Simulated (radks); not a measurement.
Results of a calculation; reference values are marked as such.
Charge is removed step by step from the 4s down level of Pd, starting from [Ar] 3d10 4s(up 1, down 1) 4p6 4d10. Code: a radial shooting solver on a logarithmic mesh with Libxc functionals. Model: scalar-relativistic Kohn-Sham, PBE, spin-polarised, spherical densities, finite nucleus; Fermi nuclear charge, rms radius 4.5318 fm.

removed (e)  E - E(0) (eV)  eigenvalue (eV)  E minus straight line (eV)
0                    0.000          -85.327                       0.000
0.1                  8.583          -86.401                      -0.540
0.2                 17.275          -87.521                      -0.970
0.3                 26.081          -88.682                      -1.287
0.4                 35.006          -89.882                      -1.485
0.5                 44.052          -91.118                      -1.561
0.6                 53.224          -92.388                      -1.512
0.7                 62.524          -93.690                      -1.335
0.8                 71.956          -95.022                      -1.025
0.9                 81.523          -96.383                      -0.581
1                   91.227          -97.770                       0.000

Removing the whole electron costs 91.227 eV by Delta-SCF, against 85.327 eV from minus the eigenvalue at the starting occupation. Slater's transition state (half an electron removed) gives 91.118 eV. Integrating minus the eigenvalue over the occupation (Janak's theorem) gives 91.261 eV. In this scalar-relativistic scheme the density is built from large components alone, so the theorem holds only approximately. The mean slope of the eigenvalue, de/dn, is 12.4 eV per electron.
